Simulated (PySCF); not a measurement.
## Configurations of LaI

Unrestricted PBE0; La x2c-SVPall, I x2c-SVPall; spin-free X2C with a Gaussian nucleus (PySCF 2.14). The search starts from ions with several 4f fillings and holds each by maximum overlap.

The lowest solution of each spin and filling, followed along the bond (rough minima from three points):

```
2Ms+1  4f population  ⟨S²⟩ at the start  R at minimum (Å)  Te (eV)
    3           0.04               2.00              2.94     0.00
    1           0.04               0.84              2.91     0.01
```

Solutions at the starting distance of 2.905 Å, counted from the lowest; the search is not exhaustive:

```tsv
2Ms+1	4f population	E (eV)	⟨S²⟩	⟨Lz²⟩	μ (D)
3	0.04	0.00	2.00	4.0	-4.96
1	0.04	0.01	0.84	2.4	-4.57
1	0.04	0.28	0.00	0.0	-3.55
3	0.04	0.39	2.00	1.3	-4.04
1	0.04	0.48	1.00	4.0	-3.74
1	0.04	0.52	1.00	1.8	-4.77
```

Partly filled real f orbitals mix terms, so no term symbols are given. A positive dipole means La(−)I(+).

Spin–orbit coupling is left out. Counting both spins, an empty level lies below a filled one in some of these solutions, because spin and occupation are held. The state is the lowest single determinant that the PBE0 search found; with open d or f shells the true ground state can be another one.
